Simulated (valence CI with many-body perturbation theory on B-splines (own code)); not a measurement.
Values are calculated unless marked as measured or tabulated.
**Energy levels of Hf⁵⁸⁺**

Method: valence CI with perturbative core correlation (CI+MBPT): four valence electrons over a frozen Dirac-Fock core [Ne], radial functions for each j: 11 s, 11 p, 10 d, 8 f, 5 g, 2 h, with the one-electron correlation potential Σ1 (screened to all orders), the two-electron term Σ2, the three-electron term Σ3, Breit, model QED; selected single and double excitations, second order for the rest, scaled by the run's own slope (own B-spline code, finite nucleus).

The last digits are not significant, and no measured levels were compared; by estimate large intervals hold to a few tenths of a per cent, small ones and those within an open d or f shell to about a per cent. Among the levels kept, up to 560 cm⁻¹ of a level comes from second order outside the variational space, and about a tenth of that is noise between levels of different J, which matters for small intervals.

Levels 136 to 167 of 167, with energies above the lowest level, (3s^2 3p1/2^2) J=0. "Leading %" is the weight of the configuration and term that name the level; weights of strongly mixed levels are sums over their largest components and can fall short. In the jj column 3d3/2^4 stands for four electrons in 3d with j = 3/2.

| No. | Configuration | Term | J | E (Ry) | Leading % | Second component | Leading jj | g |
| --- | --- | --- | --- | --- | --- | --- | --- | --- |
| 136 | 3s3p²3d | ³D | 3 | 104.82 | 50 | 21 % 3s3p²3d ¹F | 3s 3p3/2^2 3d5/2 (95 %) | 1.244 |
| 137 | 3s3p²3d | ¹P | 1 | 105.76 | 36 | 36 % 3s3p²3d ³P | 3s 3p3/2^2 3d5/2 (94 %) | 1.087 |
| 138 | 3s3p²3d | ¹D | 2 | 106.69 | 39 | 24 % 3s3p²3d ³P | 3s 3p3/2^2 3d5/2 (93 %) | 1.107 |
| 139 | 3p²3d² | ³F | 3 | 107.98 | 32 | 24 % 3p²3d² ⁵G | 3p1/2^2 3d3/2 3d5/2 (98 %) | 1.070 |
| 140 | 3p³3d | ³F° | 2 | 108.41 | 43 | 18 % 3p³3d ³D° | 3p1/2 3p3/2^2 3d3/2 (87 %) | 0.977 |
| 141 | 3p³3d | ³D° | 1 | 108.79 | 43 | 39 % 3p³3d ⁵D° | 3p1/2 3p3/2^2 3d3/2 (92 %) | 0.975 |
| 142 | 3p²3d² | ³P | 2 | 108.83 | 23 | 9 % 3p²3d² ⁵P | 3p1/2^2 3d3/2 3d5/2 (97 %) | 1.172 |
| 143 | 3p²3d² | ³P | 1 | 109.18 | 36 | 35 % 3p²3d² ⁵D | 3p1/2^2 3d3/2 3d5/2 (98 %) | 1.507 |
| 144 | 3p²3d² | ³F | 4 | 109.19 | 24 | 21 % 3p²3d² ¹G | 3p1/2^2 3d3/2 3d5/2 (97 %) | 1.061 |
| 145 | 3p³3d | ⁵D° | 0 | 109.21 | 48 | 26 % 3p³3d ¹S° | 3p1/2 3p3/2^2 3d3/2 (92 %) |  |
| 146 | 3p³3d | ³F° | 3 | 109.23 | 34 | 26 % 3p³3d ³G° | 3p1/2 3p3/2^2 3d3/2 (89 %) | 1.072 |
| 147 | 3p³3d | ³G° | 4 | 109.57 | 44 | 35 % 3p³3d ¹G° | 3p1/2 3p3/2^2 3d3/2 (90 %) | 1.042 |
| 148 | 3p³3d | ³F° | 2 | 110.56 | 33 | 21 % 3p³3d ¹D° | 3p1/2 3p3/2^2 3d3/2 (85 %) | 1.034 |
| 149 | 3p³3d | ³P° | 1 | 111.01 | 25 | 19 % 3p³3d ³S° | 3p1/2 3p3/2^2 3d3/2 (62 %) | 1.326 |
| 150 | 3p³3d | ³F° | 2 | 111.14 | 30 | 14 % 3p³3d ³P° | 3p1/2 3p3/2^2 3d3/2 (70 %) | 1.035 |
| 151 | 3p³3d | ³D° | 3 | 111.26 | 31 | 16 % 3p³3d ¹F° | 3p1/2 3p3/2^2 3d3/2 (76 %) | 1.143 |
| 152 | 3p³3d | ³D° | 1 | 112.51 | 21 | 16 % 3p³3d ¹P° | 3p1/2 3p3/2^2 3d3/2 (58 %) | 1.013 |
| 153 | 3s3p3d² | ⁵D° | 0 | 112.52 | 78 | 18 % 3s3p3d² ³P° | 3s 3p3/2 3d3/2^2 (94 %) |  |
| 154 | 3s3p3d² | ⁵F° | 2 | 112.89 | 28 | 23 % 3s3p3d² ⁵D° | 3s 3p3/2 3d3/2^2 (67 %) | 1.155 |
| 155 | 3s3p3d² | ⁵F° | 3 | 112.90 | 29 | 14 % 3s3p3d² ⁵G° | 3s 3p3/2 3d3/2^2 (81 %) | 1.147 |
| 156 | 3s3p3d² | ⁵D° | 1 | 112.97 | 32 | 17 % 3p³3d ³D° | 3p1/2 3p3/2^2 3d3/2 (47 %) | 1.041 |
| 157 | 3s3p3d² | ³F° | 4 | 113.27 | 27 | 18 % 3s3p3d² ³G° | 3s 3p3/2 3d3/2^2 (84 %) | 1.191 |
| 158 | 3p³3d | ³F° | 4 | 113.97 | 46 | 24 % 3p³3d ⁵D° | 3p1/2 3p3/2^2 3d5/2 (85 %) | 1.267 |
| 159 | 3p³3d | ³D° | 3 | 114.15 | 51 | 22 % 3p³3d ⁵D° | 3p1/2 3p3/2^2 3d5/2 (90 %) | 1.296 |
| 160 | 3p³3d | ³G° | 5 | 114.34 | 71 | 12 % 3s3p3d² ³G° | 3p1/2 3p3/2^2 3d5/2 (71 %) | 1.189 |
| 161 | 3p³3d | ¹G° | 4 | 114.55 | 35 | 26 % 3p³3d ⁵D° | 3p1/2 3p3/2^2 3d5/2 (87 %) | 1.187 |
| 162 | 3p²3d² | ³F | 4 | 114.60 | 28 | 16 % 3p²3d² ³G | 3p1/2^2 3d5/2^2 (96 %) | 1.167 |
| 163 | 3s3p3d² | ³P° | 2 | 114.68 | 26 | 24 % 3s3p3d² ⁵P° | 3s 3p3/2 3d3/2^2 (81 %) | 1.612 |
| 164 | 3p³3d | ³P° | 0 | 114.93 | 40 | 39 % 3p³3d ¹S° | 3p1/2 3p3/2^2 3d5/2 (79 %) |  |
| 165 | 3p³3d | ¹P° | 1 | 115.09 | 16 | 10 % 3s3p3d² ¹P° | 3p1/2 3p3/2^2 3d5/2 (45 %) | 0.919 |
| 166 | 3p²3d² | ³P | 2 | 115.28 | 20 | 17 % 3p²3d² ³F | 3p1/2^2 3d5/2^2 (97 %) | 1.206 |
| 167 | 3s3p3d² | ³D° | 1 | 115.62 | 24 | 19 % 3p³3d ¹P° | 3s 3p3/2 3d3/2^2 (46 %) | 0.872 |
